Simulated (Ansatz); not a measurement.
Input for Ansatz (a quantum-chemistry and plane-wave program): R-RI-MP2/def2-QZVPP on H3IPbSi (SMILES [SiH3][Pb][I]), a point of a torsion scan. Elements past Kr take the def2 small-core potentials; no spin–orbit coupling. Files ending in .json are basis or fitting sets from the Basis Set Exchange. The run froze 23 orbitals, filled d shells among them.

Ansatz 0.2 input:
```yaml
crystal:
  periodic: [false, false, false]
  atoms:
    - {symbol: Si, position_ang: [-0.79375440, 0.00475695, -0.00028545]}
    - {symbol: Pb, position_ang: [1.46457916, 1.48554991, -0.04841046]}
    - {symbol: I, position_ang: [3.18502247, -0.52422892, 0.70936741]}
    - {symbol: H, position_ang: [-1.11217083, -0.58222766, 1.30073494]}
    - {symbol: H, position_ang: [-1.97817466, 0.79897234, -0.35051702]}
    - {symbol: H, position_ang: [-0.80759705, -1.11582577, -0.94014907]}
basis:
  gaussian:
    orbitals: def2-QZVPP.json
    fitting: {mean_field: def2-universal-JKFIT, correlation: def2-QZVPP-RIFIT.json}
magnetization: {spin_polarized: false}
correlation: {method: mp2, electrons: outside_noble_gas}
scf: {lower_state_search: off}
```

Output:

```
WARN ansatz: RAYON_NUM_THREADS=1 ignored (pool sized by the plan → 1); use --threads N
Functional definition: HF
these checks for a lower state are left out or cut short: stability, starts, cluster_reference, orbital_swaps, neighbouring_geometries, increment
integrals: 0.51 GiB planned
651 factors; integrals over basis functions are off by at most 2.6e0 eV
mean field: 0.81 GiB planned
mean field evaluation 1: about -21202.7818 eV, gradient 1.6e1 eV
mean field evaluation 2: about -21204.0672 eV, gradient 1.0e1 eV
mean field evaluation 4: about -21204.3733 eV, gradient 1.1e0 eV
mean field evaluation 8: about -21204.3822 eV, gradient 1.7e-6 eV
mean field -21204.38224998 eV, -779.2466748402 hartree, gradient 1.7e-6 eV, S^2 0.000000; 0 other end points of the search recorded, 0 dependent functions left out
23 core orbitals not correlated
876 factors; their error is unknown
reference -21204.38224998 eV, -779.2466748402 hartree; 9, 9 occupied and 292, 292 virtual orbitals, 876 factors
second order -10.11111086 eV of doubles, -0.00000000 eV of singles
Total energy: -21214.49336084 eV, -779.6182513108 hartree
Checks for a lower state left out: stability, starts, cluster_reference, orbital_swaps, neighbouring_geometries, increment
```

The run converged.

Cost: very roughly 7 core-seconds.
